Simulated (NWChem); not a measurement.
The numbers come from NWChem runs, not from measurements. System: H$_{2}$BFS$_{2}$, charge 1, spin multiplicity 2, at the geometry of a parent with another charge or spin, in a state set for the comparison that need not be this species' ground state. Its SCF solution wasn't tested for a lower state. Level: UPBE0/def2-SVP.

NWChem printed:

```
             Northwest Computational Chemistry Package (NWChem) 7.3.0
             --------------------------------------------------------

                                NWChem Input Module
                                -------------------

 Scaling coordinates for geometry "geometry" by  1.889725989
 (inverse scale =  0.529177249)

 Turning off AUTOSYM since
 SYMMETRY directive was detected!

                             Geometry "geometry" -> ""
                             -------------------------

 Output coordinates in angstroms (scale by  1.889725989 to convert to a.u.)

  No.       Tag          Charge          X              Y              Z
 ---- ---------------- ---------- -------------- -------------- --------------
    1 B                    5.0000     0.00000000     0.00000000     0.36314300
    2 F                    9.0000     0.00000000     0.00000000     1.69025600
    3 S                   16.0000     1.63044300     0.00000000    -0.42561100
    4 H                    1.0000     1.20454000     0.00000000    -1.70423800
    5 S                   16.0000    -1.63044300     0.00000000    -0.42561100
    6 H                    1.0000    -1.20454000     0.00000000    -1.70423800

 Effective nuclear repulsion energy (a.u.)     186.3741538991

            Nuclear Dipole moment (a.u.)
            ----------------------------
        X                 Y               Z
 ---------------- ---------------- ----------------
    -0.0000000000     0.0000000000    -0.0000170075

      Symmetry information
      --------------------

 Group name             C2v
 Group number             16
 Group order               4
 No. of unique centers     4

      Symmetry unique atoms

     1    2    3    4


 Summary of "ao basis" -> "" (spherical)
 ------------------------------------------------------------------------------
       Tag                 Description            Shells   Functions and Types
 ---------------- ------------------------------  ------  ---------------------
 *                          def2-svp                  on all atoms

                                 NWChem DFT Module
                                 -----------------

 Summary of "ao basis" -> "ao basis" (spherical)
 ------------------------------------------------------------------------------
       Tag                 Description            Shells   Functions and Types
 ---------------- ------------------------------  ------  ---------------------
[...]
              MO Center= -6.8D-14, -4.3D-14, -1.0D+00, r^2= 4.3D+00
   Bfn.  Coefficient  Atom+Function         Bfn.  Coefficient  Atom+Function
  ----- ------------  ---------------      ----- ------------  ---------------
    48      0.689502  4 H  s                 71      0.689502  6 H  s
    41      0.554523  3 S  pz                64      0.554523  5 S  pz
     2     -0.298503  1 B  s                  9      0.284945  1 B  pz
    47      0.243546  4 H  s                 70      0.243546  6 H  s
    32     -0.241478  3 S  s                 55     -0.241478  5 S  s

 Vector   26  Occ=0.000000D+00  E=-2.277611D-01  Symmetry=b2
              MO Center= -9.8D-15,  4.2D-14,  1.6D-01, r^2= 2.8D+00
   Bfn.  Coefficient  Atom+Function         Bfn.  Coefficient  Atom+Function
  ----- ------------  ---------------      ----- ------------  ---------------
     5      0.652157  1 B  py                 8     -0.507458  1 B  py
    40      0.375056  3 S  py                63      0.375056  5 S  py
    19     -0.236044  2 F  py                22      0.226678  2 F  py
    37      0.190292  3 S  py                60      0.190292  5 S  py
    34      0.105152  3 S  py                57      0.105152  5 S  py

   alpha - beta orbital overlaps
   -----------------------------

   alpha      1      2      3      4      5      6      7      8      9     10
    beta      1      2      3      4      5      6     11     12      7      8
 overlap   1.000  1.000  1.000  1.000  1.000  1.000  1.000  1.000  1.000  1.000

   alpha     11     12     13     14     15     16     17     18     19     20
    beta      9     10     13     14     15     16     17     18     19     20
 overlap   1.000  1.000  1.000  0.999  0.999  1.000  1.000  1.000  0.994  0.999

   alpha     21     22     23     24     25     26     27     28     29     30
    beta     21     23     22     24     26     25     27     28     29     30
 overlap   0.998  0.987  0.999  1.000  0.992  1.000  0.999  0.999  0.999  0.999

   alpha     31     32     33     34     35     36     37     38     39     40
    beta     31     32     33     34     35     36     37     39     38     40
 overlap   0.998  0.998  1.000  0.996  0.997  0.999  0.999  1.000  0.999  1.000

   alpha     41     42     43     44     45     46     47     48     49     50
    beta     41     42     43     44     45     46     47     49     48     50
 overlap   1.000  0.997  0.999  1.000  0.997  1.000  0.999  0.999  0.999  1.000

   alpha     51     52     53     54     55     56     57     58     59     60
    beta     51     53     52     54     55     56     57     58     59     60
 overlap   0.999  0.998  1.000  1.000  0.998  1.000  1.000  1.000  1.000  0.999

   alpha     61     62     63     64     65     66     67     68     69     70
    beta     61     62     63     64     65     66     67     68     69     70
 overlap   1.000  1.000  1.000  1.000  1.000  1.000  1.000  1.000  1.000  1.000

   alpha     71     72     73     74
    beta     71     72     73     74
 overlap   1.000  1.000  1.000  1.000

     --------------------------
     Expectation value of S2:
     --------------------------
      <S2> =      0.7679 (Exact =     0.7500)

 center of mass
 --------------
 x =  -0.00000000 y =   0.00000000 z =   0.10750741

 moments of inertia (a.u.)
 ------------------
         260.175069203134           0.000000000000          -0.000000000000
           0.000000000000         877.648103028361           0.000000000000
          -0.000000000000           0.000000000000         617.473033825228

     Multipole analysis of the density
     ---------------------------------

     L   x y z        total         alpha         beta         nuclear
     -   - - -        -----         -----         ----         -------
     0   0 0 0      1.000000    -24.000000    -23.000000     48.000000

     1   1 0 0     -0.000000     -0.000000     -0.000000     -0.000000
     1   0 1 0     -0.000000     -0.000000     -0.000000      0.000000
     1   0 0 1     -1.757944     -0.388986     -1.368941     -0.000017

     2   2 0 0    -18.435655   -171.933242   -160.644845    314.142432
     2   1 1 0      0.000000     -0.000000      0.000000      0.000000
     2   1 0 1     -0.000000     -0.000000     -0.000000     -0.000000
     2   0 2 0    -24.904188    -13.809090    -11.095097      0.000000
     2   0 1 1     -0.000000     -0.000000     -0.000000      0.000000
     2   0 0 2    -20.942073    -78.951955    -77.610348    135.620230

 Task  times  cpu:        2.2s     wall:        2.2s

 Total times  cpu:        2.2s     wall:        2.2s
```

Task: Write an NWChem input that would produce this output.

Result: Several could match; the one computed here: 
```
start mol
memory heap 200 mb stack 900 mb global 1100 mb
charge 1
geometry units angstroms nocenter noautoz
  B      0.000000     0.000000     0.363143
  F      0.000000     0.000000     1.690256
  S      1.630443     0.000000    -0.425611
  H      1.204540     0.000000    -1.704238
  S     -1.630443     0.000000    -0.425611
  H     -1.204540     0.000000    -1.704238
  symmetry group C2v
end
basis spherical
  * library def2-svp
end
dft
  xc pbe0
  odft
  mult 2
  semidirect memsize 60000000 filesize 0
  iterations 100
end
task dft energy
```
